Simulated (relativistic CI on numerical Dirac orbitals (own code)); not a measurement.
**Slater and spin-orbit integrals, Sb26+**

These numbers are calculated, not measured: Dirac-Coulomb-Breit CI, KLI orbitals optimised for each configuration, QED by a radiative potential, unscaled Slater integrals (own radial code, finite nucleus).

Slater integrals F^k, G^k are unscaled and averaged over j, outside the closed core [Ne]; ζ comes from projecting the Hamiltonian with its Breit term on Σ l·s of the shell.

- 3s²3p⁶3d⁷: F^2(3d,3d) = 355740, F^4(3d,3d) = 228680, ζ(3d) = 34053 cm⁻¹; <r>(3d) = 0.2841, <r^2>(3d) = 0.09433 (bohr units).
- 3s²3p⁵3d⁸: ζ(3p) = 273510, F^2(3d,3d) = 354890, F^4(3d,3d) = 228110, F^2(3p,3d) = 317030, G^1(3p,3d) = 350780, G^3(3p,3d) = 230100, ζ(3d) = 33602 cm⁻¹; <r>(3p) = 0.313, <r^2>(3p) = 0.1132, <r>(3d) = 0.2847, <r^2>(3d) = 0.09474 (bohr units).
- 3s²3p⁴3d⁹: F^2(3p,3p) = 316950, ζ(3p) = 273290, F^2(3p,3d) = 316610, G^1(3p,3d) = 350690, G^3(3p,3d) = 229920, ζ(3d) = 33157 cm⁻¹; <r>(3p) = 0.3134, <r^2>(3p) = 0.1135, <r>(3d) = 0.2853, <r^2>(3d) = 0.09515 (bohr units).

(1) Give the Racah parameters of the d shell in 3s²3p⁶3d⁷.

Averages of the first 10 configurations, taken without configuration mixing, which lowers the lowest level and can move excited configurations by several eV; other configurations of the list can lie among them:

| Configuration | Parity | States | Average energy above the lowest level (eV) |
| --- | --- | --- | --- |
| 3s²3p⁶3d⁷ | even | 120 | 21.3 |
| 3s²3p⁵3d⁸ | odd | 270 | 256.2 |
| 3s²3p⁴3d⁹ | even | 150 | 495.9 |
| 3s3p⁶3d⁸ | even | 90 | 419.6 |
| 3p⁶3d⁹ | even | 10 | 824.5 |
| 3s3p⁵3d⁹ | odd | 120 | 653.2 |
| 3s²3p⁶3d⁶4s | even | 420 | 599.3 |
| 3s²3p⁶3d⁶4p | odd | 1260 | 657.7 |
| 3s²3p⁶3d⁶4d | even | 2100 | 740.7 |
| 3s²3p⁴3d⁸4s | even | 1350 | 1063.2 |

Results:

(1) B = F²/49 − 5F⁴/441 = 4667 cm⁻¹ and C = 35F⁴/441 = 18149 cm⁻¹.
